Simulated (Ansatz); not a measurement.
Basis-set extrapolation for `[CH3][Al]([NH2])[CH]=O` (PBE0-D4/def2-TZVP geometry, frozen core, Ansatz 0.2.0). Multiplicity 1, RHF reference.

```csv
,def2-TZVPP,def2-QZVPP
HF,-450.579246,-450.596587
MP2 correlation,-0.853285,-0.914566
CCSD(T) correlation,-0.923482,not run
```

Energies in hartree. Use E(X) = E(∞) + A·exp(−7.88·√X) for Hartree–Fock and E(X) = E(∞) + B·X^(−2.97) for correlation, with X = 3 and 4, and add CCSD(T) minus MP2 of the smaller set to the MP2 limit.

Task: What is the CCSD(T) energy at the basis-set limit?

Result: HF limit: -450.596587 + (-0.017341) × 0.13774 = -450.59898. MP2 limit: -0.914566 + (-0.061281) × 0.74074 = -0.95996. Higher-order term: -0.923482 − (-0.853285) = -0.07020. Total: -451.62914 hartree, 331.9 kJ/mol below CCSD(T)/def2-TZVPP.
